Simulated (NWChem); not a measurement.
System: CH5AlFN; SMILES [F][AlH][NH]C

Here is an NWChem input.

```
start job
memory heap 200 mb stack 900 mb global 1100 mb
geometry units angstroms noautoz
  Al     0.418627    -0.656135    -0.000168
  F     -0.444314    -2.075101    -0.000451
  H      1.993969    -0.687103    -0.000234
  N     -0.487184     0.870223    -0.000021
  C      0.051337     2.226509     0.000998
  H     -1.501866     0.861132    -0.000157
  H     -0.255635     2.795258     0.890541
  H     -0.258189     2.797441    -0.886219
  H      1.146422     2.190660    -0.000646
end
basis spherical
  * library 6-31+g*
end
dft
  xc pbe0
  iterations 150
end
tddft
  nroots 6
end
task tddft energy
```

All runs use the structure optimised with B3LYP/6-31G* (spherical d).

Vertical excitations in the gas phase.

### Question
Predict the main results of this run. (PBE0/6-31+G* (spherical d), full TDDFT.) Quantities: lowest excitation, singlet (eV); oscillator strength of that lowest state; lowest state with f > 0.02, singlet (eV); oscillator strength of that bright state; lowest triplet (eV); orbital gap (eV).

### Answer
- lowest excitation, singlet (eV) = 5.54
- oscillator strength of that lowest state = 0.043
- lowest state with f > 0.02, singlet (eV) = 5.54
- oscillator strength of that bright state = 0.043
- lowest triplet (eV) = 4.71
- orbital gap (eV) = 6.66
